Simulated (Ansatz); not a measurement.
Two structures of CH6OSn, singlet, reached by relaxing down either side of one saddle point (PBE0-D4/def2-TZVP). Energies are electronic, without zero-point energy. Ansatz 0.2.0; basis: def2-TZVPP and def2-QZVPP; cores frozen in the correlated methods. Filled d shells of the heavier atoms are correlated. Core potentials replace the inner electrons of the atoms past krypton. The def2 sets are not built for correlating such inner shells, so the correlated values are less sure here. Extrapolation: Hartree–Fock as exp(−7.88 √X), correlation as X^−2.97. First:

Sn1  (-1.130, 0.913, 0.171)
H2  (-1.866, 0.408, -1.287)
O3  (0.063, -0.536, 0.760)
C4  (1.105, -0.945, -0.085)
H5  (0.741, -1.337, -1.046)
H6  (-2.226, 1.083, 1.457)
H7  (-0.163, 2.300, -0.082)
H8  (1.657, -1.749, 0.412)
H9  (1.819, -0.137, -0.300)
(Å)

Second:

Sn1  (-1.809, 0.948, 0.578)
H2  (-0.221, -0.382, -2.239)
O3  (-0.175, -0.733, 1.078)
C4  (0.943, -0.709, 0.621)
H5  (-0.021, -1.058, -2.488)
H6  (-1.181, 1.748, 2.032)
H7  (-0.459, 1.594, -0.407)
H8  (1.628, -1.552, 0.802)
H9  (1.294, 0.145, 0.023)
(Å)

(1) Which bonds change from the first to the second?

(2) Give the saddle point's structure and its height above each. (An estimate is asked for; the value comes from the calculation.)

The search had been set up for a ring closure by C–H transfer (forming H2–H5, Sn1–C4, breaking Sn1–H2, C4–H5); from that guess it ended on this step instead.

T1 diagnostic: at most 0.023. The restricted Hartree–Fock reference is unstable towards an unrestricted one at one or more of these structures.

Results:

(1) CH₆OSn ([CH3][O][SnH3]) → CH₄OSn ([CH2][O][SnH2]) + H₂; bonds formed: H2–H5; bonds broken: Sn1–H2, C4–H5; bonds weakened to dative contacts: Sn1–O3.

(2) Computed: 53.87 kcal/mol above the first and 17.02 kcal/mol above the second (CCSD(T) at an estimated basis limit (MP2 extrapolated from triple and quadruple zeta, plus CCSD(T) − MP2 in triple zeta)).
```tsv
atom	x (Å)	y (Å)	z (Å)
Sn1	-1.3111	0.9469	0.1789
H2	-0.5810	-0.4655	-1.3652
O3	0.2012	-0.3416	0.9031
C4	1.0465	-0.8273	0.0988
H5	0.1530	-0.9121	-1.2870
H6	-2.1600	1.2264	1.6723
H7	-0.4114	2.4396	0.0380
H8	1.3052	-1.8865	0.1868
H9	1.7577	-0.1799	-0.4258
```

Labels in which every atom is bracketed show which atoms are joined, not bond orders.

For scale, one of the runs: CCSD(T)/def2-TZVPP, 196 basis functions, launched by `ansatz run in.yaml --threads 4 --pin off --events-out ev --progress --plain --max-ram 9574MiB`. The run took 100 s on 4 CPU threads of an Arm Neoverse N1 (shared host), with 2.6 GiB of host memory at its peak.
